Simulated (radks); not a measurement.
Effect of the nuclear size on the tellurium ion Te2+, [Kr] 4d10 5s2 5p2. All-electron calculation, Dirac Kohn-Sham, BLYP, spin-unpolarised, spherical densities, finite nucleus; open shells fill j = l - 1/2 first; Fermi nuclear charge, rms radius 4.7423 fm. Program: a radial shooting solver on a logarithmic mesh with Libxc functionals. The rms radius is varied about that value; shifts are against it.

| rms radius (fm) | total energy shift (eV) | density at nucleus (e/bohr^3) | 1s1/2 shift (meV) | 2s1/2 shift (meV) | 4s1/2 shift (meV) | 4p1/2 shift (meV) | 5s1/2 shift (meV) | 5p1/2 shift (meV) | 6s1/2 (empty) shift (meV) |
|---|---|---|---|---|---|---|---|---|---|
| 3.9124 | -1.70 | 2.355e+05 | -713 | -82.9 | -3.26 | 0.287 | -0.402 | 0.074 | -0.083 |
| 4.3629 | -0.812 | 2.312e+05 | -340 | -39.5 | -1.55 | 0.137 | -0.192 | 0.035 | -0.040 |
| 4.7423 | 0 | 2.281e+05 | 0.000 | 0.000 | 0.000 | 0.000 | 0.000 | 0.000 | 0.000 |
| 5.1454 | 0.925 | 2.25e+05 | 387 | 45.0 | 1.77 | -0.156 | 0.218 | -0.040 | 0.045 |
| 5.6955 | 2.29 | 2.212e+05 | 957 | 111 | 4.37 | -0.385 | 0.540 | -0.100 | 0.112 |

Slopes of the eigenvalues against <r^2> in GHz/fm^2, as finite differences over the two radii next to the reference (eigenvalue slopes, not the field-shift constants of lines): 1s1/2 23600, 2s1/2 2750, 4s1/2 108, 4p1/2 -9.50, 5s1/2 13.3, 5p1/2 -2.47, 6s1/2 (empty) 2.76.
